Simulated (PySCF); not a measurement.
In(Me)2(NH2) (C2H8InN), SMILES [CH3][In]([CH3])[NH2].

Coordinates come from a B3LYP-D3(BJ)/def2-SVP optimisation. The structure was generated by enumeration; whether it is a known compound was not checked. The def2 effective core potentials stand for the cores of In; spin–orbit coupling is left out. One conformer was computed; it need not be the lowest.

The numbers are results of C-PCM-M06-2X/def2-SVP (PySCF), not measurements.

The values are the electrostatic part of the solvation free energy, E(continuum) − E(gas) at the gas-phase geometry, in a cavity of scaled van der Waals radii (PySCF's table); cavitation and dispersion terms are not included. A continuum can't describe solvent molecules that bind to the metal. In vacuum the orbital gap is 7.94 eV. The dipole moment in vacuum is 0.06 D.

| solvent | ε | ΔG(elec) (kcal/mol) | dipole (D) | gap (eV) |
|---|---|---|---|---|
| water | 78.36 | ___ | ___ | ___ |
| n-hexane | 1.88 | -1.8 | 0.11 | 8.10 |
| tetrahydrofuran | 7.43 | -3.4 | 0.17 | 8.24 |

Q: Some entries are withheld; supply them. (Estimate from the structure and the level; the computed values follow.)

A: 
- water, ΔG(elec) (kcal/mol): -3.9
- water, dipole (D): 0.20
- water, gap (eV): 8.29
